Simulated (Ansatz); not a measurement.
Species: C2H6AlCl (charge 0, singlet). SMILES: [CH3][Al]([CH3])[Cl]
Geometry from a B3LYP-D3(BJ)/def2-TZVP (Ansatz, a first-principles code) optimisation:
```
Al
C 1 1.9458
H 2 1.0918 1 112.60
H 2 1.0937 3 108.08 1 -122.60
H 2 1.0937 3 108.08 4 -114.83
C 1 1.9458 2 127.02 3 -0.28
H 6 1.0918 1 112.59 2 1.46
H 6 1.0936 7 108.13 1 -122.68
H 6 1.0938 7 108.04 8 -114.83
Cl 1 2.1227 2 116.49 3 179.81
```

Property: atomisation energy (electronic, to ground-state atoms), in eV. Cores are frozen in the correlated levels unless marked. Open shells are spin-unrestricted. Spin-orbit coupling is left out. Non-relativistic. The coupled-cluster limit lacks core correlation, which all-electron functionals hold. CBS marks a two-point X^-3 extrapolation of the correlation energy; Hartree-Fock from the larger set.

```json
[
 {"level": "HF/aug-cc-pV(Q+d)Z", "program": "Ansatz", "atomisation energy (eV)": "28.79"},
 {"level": "HF/cc-pV(Q+d)Z", "program": "Ansatz", "atomisation energy (eV)": "28.78"}
]
```

**Question.** Estimate the value at CCSD(T)/CBS(aug-cc-pV(T+d)Z,aug-cc-pV(Q+d)Z) as computed with Ansatz.

**Answer.** 37.33 eV, so HF/cc-pV(Q+d)Z differs from it by -8.55 eV.
